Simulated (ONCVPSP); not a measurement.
# Ti, ONCV: configuration errors across variants

ONCVPSP 4.0.1 input, shortened (lines: element, Z, core and valence counts, functional; n l f; lmax; l rc ep ncon nbas qcut; lloc lpopt rc5 dvloc0; l nproj debl; icmod fcfact rcfact), revPBE, scalar-relativistic:

```
  Ti 22.00    5    2  -102130      upf
    1    0    2.00
    2    0    2.00
    2    1    6.00
    3    0    2.00
    3    1    6.00
    3    2    2.00
    4    0    2.00
    2
    0    2.95    0.00    4    8    1.80
    1    3.15    0.09    4    7    3.00
    2    2.05    0.00    4    9    7.60
    4    5    1.65    0.00
    0    2    3.90
    1    1    2.90
    2    2    3.00
    3    2.75    1.00
```

In the p channel the program set the typed energies aside and used 0.050 Ha.

All-electron excitation energies from the reference (eV): (1) 3d2 4s1 7.279; (2) 3d2 4s0 20.710; (3) 3d1 4s0 47.570; (4) 3d3 4s0 7.292.

3 further variants failed, have other tests or another functional or relativity, and are left out.

Errors AE − PS in meV (a dash: test not solved or not reliable):

| change | (1) | (2) | (3) | (4) | bound ghosts | GHOST(+) flags above zero |
| --- | --- | --- | --- | --- | --- | --- |
| base | +0.8 | +169 | +270 | +53 | none | s, p |
| s: qcut 2.6; p: qcut 4.3; d: qcut 10.8 | +2.2 | +188 | +348 | -64 | none | s, p |
| s: qcut 2.6 | +3.3 | +190 | +405 | -3.4 | none | s, p |
| p: nbas 9 | +0.8 | +169 | +270 | +53 | none | s, p |
| core correction Teter function, fcfact 4, rcfact 1.7 | -81 | -463 | -825 | -245 | none | s, p |

Task: Give the same row for: core correction Teter function, fcfact 2.75, rcfact 1.24.

Result: +4.3, +119, +116, +35; bound ghosts: none; GHOST(+) flags above zero: s, p.
